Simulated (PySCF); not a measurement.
# Excitation energy of Zn by level of theory

Zn [Ar] 3d10 4s2 (1S) → Zn [Ar] 3d9 4s2 4p1 (high-spin determinant), as a difference of total energies. Calculation: PySCF 2.14, in aug-cc-pVTZ-DK; scalar relativity by spin-free X2C-1e. Correlated levels: valence: [Ar] frozen. The calculations carry no spin-orbit coupling.

```
           method  excitation energy (eV)
              UHF                   8.835
    MP2 (valence)                  11.565
SCS-MP2 (valence)                  11.248
   CCSD (valence)                  10.818
CCSD(T) (valence)                  10.983
```

How much does correlation contribute at CCSD(T) (valence)?

10.983 − (8.835) = 2.148 eV, measured against UHF.

The upper state lies above the first ionisation limit, where it may autoionise and the basis confines it.

The determinant of the upper state mixes LS terms, which raises its energy above the lowest term, most at the Hartree-Fock and MP2 levels.
